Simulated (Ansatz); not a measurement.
`CO[SiH2]F` + `BC[SiH3]` → `BC([SiH3])[SiH2]F` + CH₃OH at 400 K and 1 bar (formal exchange of groups at the Si–O bond).

Gas-phase electronic energies from Ansatz, PBE0-D4/def2-TZVP geometries. CCSD(T)/CBS is the MP2 limit (def2-TZVPP, def2-QZVPP) plus CCSD(T) − MP2 in def2-TZVPP, frozen cores. This one scheme is used for every species. One conformer a species, not always the lowest.

```json
{"species": "`CO[SiH2]F`", "CCSD(T)/CBS energy (Eh)": "-505.20189", "H − E (kJ/mol)": "191.9", "S (J/(mol·K))": "345.4"}
{"species": "`BC[SiH3]`", "CCSD(T)/CBS energy (Eh)": "-356.11784", "H − E (kJ/mol)": "216.8", "S (J/(mol·K))": "331.5"}
{"species": "`BC([SiH3])[SiH2]F`", "CCSD(T)/CBS energy (Eh)": "-745.66823", "H − E (kJ/mol)": "258.6", "S (J/(mol·K))": "417.5"}
{"species": "CH₃OH", "CCSD(T)/CBS energy (Eh)": "-115.61712", "H − E (kJ/mol)": "151.2", "S (J/(mol·K))": "252.6"}
```

H − E and S are ideal-gas, rigid-rotor, harmonic terms from PBE0-D4/def2-TZVP, for one conformer and one mirror image of each species. 1 Eh = 2625.50 kJ/mol, R = 8.31446 J/(mol·K).

Task: By hand: ΔE, ΔH, ΔS and ΔG.

Result: ΔE = (-745.66823) + (-115.61712) − (-505.20189) − (-356.11784) = 0.03438 Eh = 90.3 kJ/mol. Δ(H − E) = 258.6 + 151.2 − 191.9 − 216.8 = 1.1, so ΔH = 91.4 kJ/mol. ΔS = 417.5 + 252.6 − 345.4 − 331.5 = -6.8 J/(mol·K). ΔG = 91.4 − 400 × (-6.8)/1000 = 94.1 kJ/mol.

Task: By hand: the equilibrium constant, and the temperature at which ΔG would vanish if ΔH and ΔS stayed fixed.

Result: log₁₀ K = −ΔG/(RT ln 10) = -12.3. ΔH and −TΔS have one sign here, so there is no such temperature.

The number of gas molecules stays the same, so ΔS is small and ΔH decides. A doubt of 5 kJ/mol in ΔE shifts log₁₀ K by 0.7 here. Other conformers and mirror images would add mixing entropy, several J/(mol·K) or more a flexible species. These are equilibria of isolated gas molecules and say nothing of rates. Largest T1 diagnostic: 0.012 (customary marks: 0.02 for closed shells, 0.045 for open ones).

ΔS is within the doubt of such terms, so its sign, and with it that verdict, could turn.
